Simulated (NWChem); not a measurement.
# hexafluoropropene (C$_{3}$F$_{6}$); SMILES C(F)(F)=C(C(F)(F)F)F

```xyz
9

F     -0.4801    -2.5759     0.0007
C      0.1605    -1.4244    -0.0002
F      1.4676    -1.5756     0.0000
C     -0.4859    -0.2389    -0.0012
F     -1.8282    -0.2244     0.0004
C      0.1367     1.1318    -0.0003
F     -0.2308     1.8206     1.1035
F      1.4808     1.0677    -0.0326
F     -0.2835     1.8418    -1.0709
```
Atoms are numbered in this order, from 1.

Program: NWChem. Pople sets run with spherical d functions. The geometry was optimised at PBE-D3(BJ)/def2-SVP. Vertical excitations in the gas phase; the lowest state need not have the same character in each row.

```
level                                           lowest excitation, singlet (eV)  oscillator strength of that lowest state  lowest state with f > 0.02, singlet (eV)  oscillator strength of that bright state  orbital gap (eV)
----------------------------------------------  -------------------------------  ----------------------------------------  ----------------------------------------  ----------------------------------------  ----------------
PBE/6-31G*, full TDDFT                                                     6.63                                     0.001                                      7.16                                     0.326              5.14
B3LYP/6-31G*, full TDDFT                                                    [?]                                     0.002                                       [?]                                       [?]               [?]
LDA (Slater exchange, VWN5)/6-31G*, full TDDFT                             6.51                                     0.001                                      7.12                                     0.322              5.07
Hartree-Fock/6-31G*, TDHF                                                  8.00                                     0.002                                      8.31                                     0.536             15.07
```

### Question
What belongs in the gaps?

### Answer

- B3LYP/6-31G*, full TDDFT, lowest excitation, singlet (eV): 7.02
- B3LYP/6-31G*, full TDDFT, lowest state with f > 0.02, singlet (eV): 7.50
- B3LYP/6-31G*, full TDDFT, oscillator strength of that bright state: 0.383
- B3LYP/6-31G*, full TDDFT, orbital gap (eV): 7.06
